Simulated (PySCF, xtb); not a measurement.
CHI2, SMILES [CH](I)I (connectivity only; charge and spin as stated), charge +1, multiplicity 1.

GFN2-xTB in xtb at its own geometry gives an orbital gap of 1.58 eV.

Coordinates come from a PBE-D3(BJ)/def2-SVP optimisation. The spin state was assumed, not searched. The isomer is the one that the SMILES or the coordinates give; other isomers of the formula were not compared. The def2 effective core potentials stand for the cores of I; spin–orbit coupling is left out.

Problem. What does CAM-B3LYP/def2-TZVPD in PySCF give? (An estimate is asked for; the answer gives what the named calculation found.)

Solution. gap 6.06 eV (levels -14.55 and -8.50 eV).
